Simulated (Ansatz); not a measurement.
Born–Oppenheimer molecular dynamics of a periodic cell of 36 atoms, H4CO (contents 6 CH3OH, density as packed 0.61 g/cm³ with natural masses). It starts from a partly relaxed structure (largest force component 0.25 eV/Å).

Method: Ansatz, DFT PBE-D3(BJ), scalar-relativistic, plane waves, PAW. Settings: accuracy low, cutoff 420 eV, k mesh 1x1x1, fermi-dirac smearing 0.02 eV, no spin polarisation.

```yaml
ensemble: NVT, Langevin thermostat
time_step: 0.5 fs
steps_asked: 300
set_temperature: 500 K
friction: 0.02 /fs
seed: 490911
```

Frames 2.5 fs apart, positions in Å, forces in eV/Å.

Velocities at 65.0 fs (Å/ps):

```
C 7.64 -2.88 0.81
O -0.43 0.42 2.41
H 5.10 11.50 22.41
H 0.85 -5.08 41.88
H -11.29 -16.16 -13.99
H 9.94 1.21 -26.64
C 2.17 -1.64 -6.92
O -2.10 -8.73 -6.96
H 6.66 0.06 -18.10
H 47.39 -11.73 -32.58
H 8.94 5.81 -43.90
H -3.24 9.67 19.13
C -5.55 -1.61 9.16
O 3.53 3.89 7.95
H 6.54 -18.52 6.07
H -4.03 -26.43 -6.43
H -26.46 -1.40 -18.77
H 5.94 10.98 5.17
C 4.95 -3.62 2.44
O 0.45 5.31 0.93
H 15.42 11.59 44.76
H -49.90 -6.83 8.24
H -15.03 25.57 -16.18
H 22.27 11.56 25.43
C -0.82 -1.55 3.80
O -3.11 -0.98 -1.40
H 15.82 -9.80 -12.26
H 16.24 -24.96 -0.22
H -15.59 -5.20 -2.65
H 34.25 0.00 18.06
C -4.67 -1.76 2.66
O -2.73 4.94 1.32
H -27.12 -18.04 -29.86
H 22.04 -2.25 -22.72
H -3.35 16.76 27.41
H -7.08 22.35 36.40
```

```xyz
36
Lattice="8.0548 0.0000 0.0000 0.0000 8.0548 0.0000 0.0000 0.0000 8.0548" Properties=species:S:1:pos:R:3:forces:R:3 time_fs=65.0 energy_less_start_eV=1.435 T=424
C 7.710 6.857 3.746 2.66 0.23 -0.35
O 6.359 6.986 3.752 -2.87 0.82 0.94
H 8.289 7.786 3.446 -0.53 -0.28 0.35
H 5.996 7.413 4.618 0.86 -0.94 -1.58
H 8.054 6.556 4.745 0.54 -0.18 0.10
H 8.090 6.103 2.990 -0.70 0.31 0.67
C 2.379 3.625 5.872 -0.14 -0.45 -1.51
O 3.007 4.222 6.984 0.48 -0.28 0.71
H 1.660 4.366 5.436 0.60 -0.35 0.14
H 3.934 3.900 7.177 -0.87 0.23 -0.43
H 3.082 3.256 5.080 -0.04 0.81 0.23
H 1.792 2.692 5.997 -0.07 0.15 1.01
C 6.646 3.510 3.386 1.78 -0.38 -1.21
O 6.039 2.530 2.540 -0.15 -0.52 2.37
H 6.377 3.291 4.386 -1.06 0.07 1.31
H 6.048 2.837 1.663 0.05 0.76 -2.14
H 7.761 3.361 3.442 -0.33 0.14 -0.46
H 6.486 4.550 3.060 -0.35 -0.30 0.56
C 3.444 7.480 5.929 0.53 0.26 -2.02
O 4.823 7.271 6.337 -0.38 -0.45 -0.81
H 3.385 8.360 5.217 0.24 -0.75 0.63
H 4.899 6.303 6.427 0.14 0.07 0.20
H 2.931 6.617 5.431 0.77 0.32 0.23
H 2.898 7.700 6.789 -1.24 0.56 1.64
C 3.017 5.254 2.284 -1.15 -0.95 2.15
O 2.071 4.197 1.863 0.98 1.62 0.11
H 2.578 5.843 3.130 -0.02 -0.65 -0.23
H 2.396 4.091 0.955 -0.40 -0.54 -0.65
H 3.910 4.748 2.692 0.10 0.37 -0.29
H 3.214 6.035 1.580 0.34 0.17 -1.20
C 6.325 5.166 0.667 1.11 0.81 -0.78
O 5.677 4.285 -0.326 1.65 0.64 -0.74
H 5.656 5.293 1.479 -1.02 -0.06 0.69
H 6.379 4.064 -1.015 -1.07 0.32 1.07
H 7.222 4.663 1.063 0.05 0.16 -0.25
H 6.610 6.263 0.396 -0.50 -1.73 -0.46
36
Lattice="8.0548 0.0000 0.0000 0.0000 8.0548 0.0000 0.0000 0.0000 8.0548" Properties=species:S:1:pos:R:3:forces:R:3 time_fs=67.5 energy_less_start_eV=1.463 T=397
C 7.736 6.850 3.746 1.29 0.18 -0.72
O 6.355 6.991 3.761 -1.84 0.71 1.11
H 8.285 7.798 3.502 -0.31 -0.22 0.23
H 6.024 7.366 4.667 0.72 -0.87 -1.78
H 8.038 6.509 4.728 0.77 -0.34 0.42
H 8.102 6.116 2.951 -0.71 0.52 0.86
C 2.381 3.619 5.851 -0.06 -0.38 -2.03
O 3.005 4.202 6.969 2.57 -0.73 0.57
H 1.676 4.362 5.393 0.43 -0.31 0.31
H 4.000 3.870 7.070 -2.48 0.96 -0.13
H 3.087 3.293 4.995 -0.63 0.58 1.14
H 1.777 2.720 6.070 0.10 0.02 0.34
C 6.636 3.508 3.405 0.68 0.19 -0.69
O 6.046 2.538 2.563 -0.71 -0.36 -0.35
H 6.362 3.252 4.430 -0.56 0.36 0.23
H 6.029 2.799 1.620 0.17 0.20 0.49
H 7.713 3.379 3.386 0.87 -0.02 -0.03
H 6.484 4.565 3.086 -0.53 -0.59 0.73
C 3.452 7.478 5.936 -0.47 1.27 1.50
O 4.824 7.278 6.338 -0.31 -1.65 -0.89
H 3.420 8.381 5.356 -0.02 0.59 -0.67
H 4.795 6.300 6.451 0.74 0.39 0.34
H 2.915 6.685 5.400 0.52 -0.28 0.10
H 2.933 7.730 6.889 -0.38 -0.33 -0.48
C 3.007 5.252 2.297 -0.31 -0.97 -0.06
O 2.065 4.197 1.863 1.26 1.49 -0.94
H 2.614 5.819 3.107 -0.89 0.24 1.02
H 2.422 4.026 0.947 -0.69 -0.17 0.51
H 3.883 4.747 2.683 0.68 -0.11 0.10
H 3.302 6.048 1.600 -0.19 -0.45 -0.75
C 6.313 5.167 0.671 0.08 0.45 0.40
O 5.674 4.295 -0.326 2.28 0.32 -1.46
H 5.549 5.254 1.431 -0.19 -0.04 0.44
H 6.372 4.075 -1.040 -1.31 0.44 1.39
H 7.216 4.711 1.117 -0.19 -0.12 -0.35
H 6.580 6.249 0.464 -0.38 -0.99 -0.92
36
Lattice="8.0548 0.0000 0.0000 0.0000 8.0548 0.0000 0.0000 0.0000 8.0548" Properties=species:S:1:pos:R:3:forces:R:3 time_fs=70.0 energy_less_start_eV=1.585 T=404
C 7.771 6.851 3.740 -0.86 0.18 1.88
O 6.347 6.995 3.771 0.51 -0.64 -2.10
H 8.277 7.790 3.560 0.27 0.66 -0.03
H 6.084 7.299 4.623 -0.52 0.53 1.54
H 8.057 6.455 4.746 0.47 0.06 -0.54
H 8.069 6.170 2.976 0.10 -0.78 -0.69
C 2.384 3.610 5.824 -0.31 -0.16 -0.69
O 3.009 4.182 6.952 0.79 0.12 0.17
H 1.716 4.343 5.379 -0.51 0.35 0.06
H 3.939 3.874 6.971 -0.20 0.30 0.38
H 3.054 3.370 4.968 0.09 -0.25 0.56
H 1.787 2.746 6.141 0.00 -0.28 -0.29
C 6.629 3.514 3.418 0.42 -1.05 0.95
O 6.045 2.544 2.582 -0.92 -0.44 -1.06
H 6.277 3.251 4.485 0.49 0.62 -1.28
H 6.011 2.802 1.626 0.19 0.11 0.99
H 7.713 3.407 3.330 0.52 -0.05 0.51
H 6.452 4.536 3.138 -0.77 0.64 0.23
C 3.450 7.487 5.955 0.09 2.31 3.37
O 4.826 7.274 6.340 -0.43 -1.24 -0.91
H 3.437 8.427 5.470 -0.12 1.10 -1.18
H 4.739 6.319 6.490 0.96 -0.31 0.48
H 2.949 6.744 5.385 -0.23 -1.01 -0.40
H 2.960 7.759 6.968 -0.24 -0.88 -1.40
C 2.992 5.240 2.311 0.91 -0.61 -1.31
O 2.057 4.204 1.863 1.04 1.16 -0.91
H 2.602 5.776 3.132 -0.97 0.57 1.11
H 2.421 3.957 0.966 -0.56 0.12 0.64
H 3.890 4.734 2.681 0.28 -0.04 0.09
H 3.363 6.044 1.576 -0.88 -1.15 0.30
C 6.300 5.169 0.677 -2.50 -1.79 2.14
O 5.676 4.297 -0.331 -0.66 1.18 1.84
H 5.415 5.221 1.425 1.75 0.04 -0.72
H 6.293 4.112 -0.993 1.95 -0.54 -1.97
H 7.203 4.761 1.166 -0.26 -0.43 -0.34
H 6.524 6.174 0.471 0.13 1.60 -1.42
36
Lattice="8.0548 0.0000 0.0000 0.0000 8.0548 0.0000 0.0000 0.0000 8.0548" Properties=species:S:1:pos:R:3:forces:R:3 time_fs=72.5 energy_less_start_eV=1.455 T=427
C 7.800 6.852 3.744 -1.69 -0.38 2.26
O 6.339 6.998 3.772 1.46 -0.74 -2.02
H 8.273 7.802 3.608 0.48 0.88 -0.10
H 6.090 7.255 4.642 -0.60 0.51 1.69
H 8.110 6.401 4.745 0.07 0.37 -1.04
H 8.065 6.191 2.952 0.21 -0.67 -0.75
C 2.388 3.595 5.790 -0.88 0.16 1.40
O 3.020 4.166 6.935 -2.68 1.22 -0.11
H 1.730 4.316 5.365 -1.14 0.91 -0.11
H 3.895 3.908 6.911 3.36 -0.76 0.38
H 3.027 3.434 4.955 1.11 -1.00 -0.59
H 1.791 2.767 6.192 0.06 -0.50 -0.82
C 6.624 3.512 3.431 0.57 -0.39 0.49
O 6.038 2.543 2.594 -0.65 -0.88 1.07
H 6.203 3.301 4.464 0.84 0.16 -0.72
H 5.992 2.814 1.690 0.07 0.63 -1.26
H 7.742 3.428 3.319 -0.53 0.08 0.75
H 6.376 4.544 3.194 -0.37 0.27 -0.03
C 3.447 7.513 5.983 0.65 2.36 1.32
O 4.829 7.265 6.335 -0.35 -0.58 -0.71
H 3.453 8.519 5.540 -0.13 -0.28 -0.73
H 4.732 6.335 6.569 0.78 -0.62 0.47
H 2.993 6.748 5.360 -0.17 -0.10 0.03
H 2.979 7.757 6.961 -0.72 -0.83 -0.39
C 2.979 5.226 2.321 0.49 -0.53 0.39
O 2.054 4.209 1.865 0.16 1.01 0.29
H 2.544 5.742 3.205 -0.03 -0.08 -0.61
H 2.400 3.893 1.018 0.06 -0.04 -0.44
H 3.889 4.716 2.698 -0.04 0.08 0.07
H 3.364 5.963 1.565 -0.83 -0.38 0.23
C 6.277 5.164 0.697 -2.51 -0.55 0.81
O 5.681 4.300 -0.333 -0.02 0.56 1.07
H 5.373 5.194 1.397 1.57 0.34 -0.40
H 6.299 4.129 -1.023 1.23 -0.23 -1.06
H 7.157 4.787 1.213 0.21 -0.65 -0.15
H 6.505 6.173 0.397 -0.07 0.62 -0.70
36
Lattice="8.0548 0.0000 0.0000 0.0000 8.0548 0.0000 0.0000 0.0000 8.0548" Properties=species:S:1:pos:R:3:forces:R:3 time_fs=75.0 energy_less_start_eV=1.450 T=474
C 7.816 6.848 3.760 -1.31 -0.08 -0.53
O 6.340 6.997 3.769 0.80 0.03 1.91
H 8.264 7.854 3.649 0.14 -0.31 -0.08
H 6.069 7.218 4.743 0.30 -0.44 -1.94
H 8.160 6.381 4.699 0.09 0.01 -0.13
H 8.080 6.173 2.888 -0.16 0.77 0.84
C 2.394 3.581 5.755 -0.73 1.77 0.53
O 3.028 4.154 6.918 0.88 0.21 -0.31
H 1.679 4.329 5.326 0.11 -0.20 0.49
H 3.993 3.935 6.893 -0.64 0.26 0.32
H 3.075 3.468 4.913 0.28 -0.99 0.02
H 1.803 2.782 6.183 -0.07 -1.01 -0.86
C 6.623 3.507 3.444 -0.01 1.14 -0.84
O 6.026 2.536 2.603 -0.34 -0.30 0.19
H 6.172 3.336 4.409 0.38 -0.42 1.01
H 5.970 2.847 1.694 0.10 0.23 -0.42
H 7.739 3.445 3.372 -0.52 0.09 0.51
H 6.298 4.577 3.251 0.35 -0.87 -0.14
C 3.450 7.553 6.015 1.03 0.97 -1.35
O 4.830 7.258 6.325 -0.05 -1.00 0.09
H 3.489 8.596 5.567 -0.27 -1.23 -0.18
H 4.770 6.340 6.684 0.41 0.44 -0.08
H 3.039 6.739 5.335 0.01 1.15 0.73
H 2.954 7.711 6.949 -1.03 -0.42 0.72
C 2.967 5.205 2.331 -0.33 -1.50 2.15
O 2.049 4.216 1.872 -0.60 0.35 0.56
H 2.464 5.673 3.239 0.61 0.03 -1.22
H 2.370 3.854 1.046 0.35 -0.16 -0.86
H 3.873 4.691 2.727 -0.10 0.19 0.04
H 3.309 5.865 1.572 -0.07 1.15 -0.75
C 6.250 5.156 0.721 1.16 1.33 -2.59
O 5.688 4.305 -0.334 2.39 -0.64 -1.88
H 5.437 5.201 1.362 -1.46 0.62 1.56
H 6.379 4.127 -1.097 -1.51 0.57 2.15
H 7.120 4.794 1.270 0.26 -0.54 -0.36
H 6.519 6.190 0.288 -0.47 -1.20 0.68
36
Lattice="8.0548 0.0000 0.0000 0.0000 8.0548 0.0000 0.0000 0.0000 8.0548" Properties=species:S:1:pos:R:3:forces:R:3 time_fs=77.5 energy_less_start_eV=1.655 T=500
C 7.827 6.847 3.775 -1.28 1.89 -2.23
O 6.348 6.997 3.771 0.95 -0.19 2.23
H 8.283 7.904 3.686 -0.32 -1.42 -0.04
H 6.074 7.168 4.757 0.26 -0.31 -2.04
H 8.206 6.378 4.638 0.40 -0.73 1.48
H 8.098 6.203 2.888 -0.17 0.75 0.66
C 2.396 3.577 5.722 0.75 2.43 -0.64
O 3.044 4.138 6.907 1.86 -0.09 -0.49
H 1.650 4.349 5.293 0.84 -0.85 0.72
H 4.072 3.989 6.887 -2.29 0.33 0.17
H 3.152 3.453 4.866 -1.06 -0.60 1.13
H 1.831 2.757 6.119 -0.26 -1.17 -0.59
C 6.617 3.505 3.459 -1.47 1.18 -0.59
O 6.016 2.527 2.616 -0.22 0.63 -1.61
H 6.162 3.360 4.420 0.24 -0.67 1.21
H 5.955 2.886 1.675 0.19 -0.58 1.46
H 7.696 3.457 3.433 0.62 0.05 0.21
H 6.241 4.564 3.300 0.60 -0.74 -0.40
C 3.457 7.598 6.037 0.56 -0.18 -0.37
O 4.828 7.246 6.324 0.33 -0.58 0.57
H 3.509 8.631 5.591 -0.29 -1.03 0.08
H 4.820 6.383 6.813 -0.09 0.69 -0.48
H 3.076 6.787 5.353 -0.27 1.05 0.34
H 2.886 7.641 6.981 -0.13 -0.05 -0.25
C 2.958 5.182 2.350 -0.40 -1.42 0.85
O 2.036 4.222 1.885 -0.78 -0.92 -0.63
H 2.424 5.588 3.215 0.33 0.85 -0.12
H 2.343 3.820 1.048 0.10 0.32 0.10
H 3.841 4.668 2.747 0.43 0.09 0.07
H 3.235 5.843 1.559 0.20 1.14 -0.38
C 6.228 5.158 0.734 2.43 1.43 -3.18
O 5.704 4.303 -0.338 1.54 -0.84 -1.14
H 5.447 5.256 1.396 -1.92 0.59 1.45
H 6.388 4.131 -1.081 -1.09 0.53 1.83
H 7.101 4.786 1.320 -0.21 -0.16 -0.85
H 6.506 6.168 0.197 -0.38 -1.41 1.46
```

Of the whole run (150 fs, mean temperature of the second half 465 K): A run of 0.15 ps of so small a system gives no equilibrium averages. Limits of this set-up: coarse k mesh, low accuracy level.

The run took 8.3 min on 1 thread of Intel(R) Xeon(R) Platinum 8488C (Sapphire Rapids), on a shared host, peak memory 0.56 GiB.
